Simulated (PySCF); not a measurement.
## GaI: from constants to spectrum

RHF-CCSD(T) constants of GaI, ¹Σ⁺ (singlet), closed shell (PySCF, scalar-relativistic core potentials, basis sets Ga def2-SVP, I def2-SVP with ECP28; masses 68.9256 and 126.9045 u):

```
ωe              : 223.3 cm⁻¹
ωexe            : 0.499 cm⁻¹
Be              : 0.056261 cm⁻¹
αe              : 0.000185 cm⁻¹
D (centrifugal) : 1.43e-08 cm⁻¹
De to Ga + I    : 3.50 eV
```

(1) Estimate the standard entropy (1 bar) and heat capacity of the ideal gas at 1000 K, rigid rotor with B0 and harmonic oscillator at the fundamental.

Correlated steps freeze 13 core orbitals. Correlated levels converge slowly with the basis: in double zeta they bind strong bonds too weakly, by up to about 1 eV, and carry superposition errors of some tenths. These are scalar-relativistic numbers at best; spin–orbit coupling would shift them, the dissociation energy most. Where the molecule has an RHF reference, its open-shell atoms are computed with UHF.

Answers

(1) Translation (Sackur–Tetrode, M = 195.83 u): 199.8 J/(mol K). Rotation: q = kT/(σB0) = 12400 with σ = 1, 86.7. Vibration: x = hcν0/kT = 0.320, 17.83. S° = 304.3 J/(mol K); Cp = 7R/2 + 8.24 = 37.3 J/(mol K).
